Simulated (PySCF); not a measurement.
# Reading the logs of faulty runs: AlBCClH4 cation

Calculated results; nothing here was measured. The program is PySCF 2.14.0, an open-source quantum chemistry code, run on an isolated molecule that a program drew, which may never have been made. The molecule is AlBCClH4 cation (charge +1, singlet), drawn as the SMILES string `[AlH2][CH2][B+]Cl`.

Each row is a Hartree-Fock (HF) and frozen-core CCSD(T) single point in the cc-pV(D+d)Z basis, meant for a local HF minimum. Run 1 is clean. Each other run has one planted mistake out of seven kinds, and not every kind appears here: one electron removed, one electron added, multiplicity raised by two, geometry at a saddle point, minimal basis STO-3G, one bond length entered in bohr, all coordinates scaled. The reference is restricted for singlets and unrestricted otherwise, and also for a bond in bohr. Adding or removing an electron swaps singlet and doublet. Electrons count all cores. HOMO and LUMO are orbital energies over both spins, the gradient is its largest component, and the lowest frequency (negative if imaginary) is given only where the gradient is small. Bond lengths are over the 7 bonds as drawn. T1 is the CCSD diagnostic: over 0.02 (restricted) or 0.045 (unrestricted) a single reference is doubtful.

Geometry of the clean run:
```xyz
8
AlBCClH4 cation, angstrom
Al    2.3213    0.0552    0.7025
C     2.0451    0.5497    2.7055
B     0.7885    1.2167    3.0155
Cl   -0.6399    1.9609    3.2897
H     3.6852   -0.6534    0.4640
H     1.1479    0.4580   -0.2447
H     2.1267   -0.4001    3.2509
H     2.8995    1.1894    2.9646
```

```
run,electrons,basis functions,<S^2>,HOMO (eV),LUMO (eV),gradient (hartree/bohr),lowest frequency (cm^-1),mean bond (Å),longest bond (Å),T1,HF (hartree),CCSD(T) (hartree),mistake
1,44,94,0.000,-16.33,-3.34,2.2e-05,45,1.4977,2.082,0.0145,-766.07452,-766.54041,no fault
2,43,94,0.842,-21.51,-14.01,5.9e-02,-,1.4977,2.082,0.0281,-765.51819,-765.96274,one electron removed
3,44,94,0.000,-16.20,-3.49,2.6e-02,-,1.5382,2.138,0.0155,-766.06951,-766.53801,all coordinates scaled
4,45,94,0.769,-4.12,0.86,3.3e-02,-,1.4977,2.082,0.0322,-766.20671,-766.68992,one electron added
5,44,94,2.021,-11.43,-8.03,6.9e-02,-,1.4977,2.082,0.0264,-765.88958,-766.33555,?
```

**Which mistake was planted in run 5, and what did it cost?**

Electrons, basis and geometry are unchanged, and <S^2> is 2.021, beside S(S+1) = 2.00 for a multiplicity of 3. So the mistake is: multiplicity raised by two. Subtracting run 1 and multiplying by 627.51 kcal/mol a hartree, the energy moved by 116.1 kcal/mol in HF and 128.6 kcal/mol in CCSD(T).

